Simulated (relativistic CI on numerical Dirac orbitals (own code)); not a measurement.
Hyperfine structure of Dy³³⁺, mass number 161

Computed by Dirac-Coulomb-Breit CI, separate exchange-only KLI orbitals for each configuration, model QED (radiative potential, 1s self-energy scaled to tabulated hydrogen-like ionisation energies), unscaled Slater integrals (own radial code, finite nucleus).

Configurations in the expansion (outside the closed core [Ar] 3d10): 4s2.4p3, 4s.4p4, 4s2.4p2.4d, 4p5, 4s.4p3.4d, 4s2.4p2.4f, 4s.4p3.4f, 4p4.4d, 4s.4p2.4d2, 4s2.4p.4d.4f, 4p4.4f, 4s2.4p.4d2, 4s2.4d3, 4s.4p.4d3, 4s2.4d2.4f, 4s.4p.4d2.4f, 4p3.4d2, 4p2.4d3, 4p2.4d2.4f. Double excitations out of closed p, d and f shells are left out; levels of such configurations are missing from the list, as are those of other unlisted configurations, and high levels can miss mixing partners.

Nuclear spin I = 5/2, μ = -0.479 μN, Q = 2.51 b (tables of Stone and Pyykkö). The electronic factors are computed for point nuclear moments, without core polarisation or the Bohr-Weisskopf and QED corrections.

| Level | E (eV) | A (GHz) | B (GHz) |
| --- | --- | --- | --- |
| 4s2.4p3 2D°_5/2 | 50.462 | -16.21 | -0.232 |
| 4s2.4p3 2P°_1/2 | 56.549 | -52.99 |  |
| 4s2.4p3 2P°_3/2 | 103.045 | -7.252 | -191 |
| 4s.4p4 4P_5/2 | 121.570 | -35.39 | 44.7 |
| 4s.4p4 2S_1/2 | 136.511 | -153.3 |  |
| 4s2.4p2.4d 4D_1/2 | 170.541 | -13.79 |  |

Levels with J = 0, under 50 % of one LS term, or S terms without an open s electron are left out. Small factors come from cancelling terms and can be off by tens of per cent or more.

At this charge energies of transitions that change n are usually good to better than 1 %, and those within a shell (Δn = 0) to a few per cent.

Q: Give the hyperfine levels of 4s2.4p3 2P°_1/2 relative to its centre of gravity.

A: With K = F(F + 1) − I(I + 1) − J(J + 1), E = AK/2: F = 2: 92.74, F = 3: -66.24 GHz.

LS names give the leading component of a level, which can be under half, so a name can repeat, a term be missing and a line seem to break the LS rules.
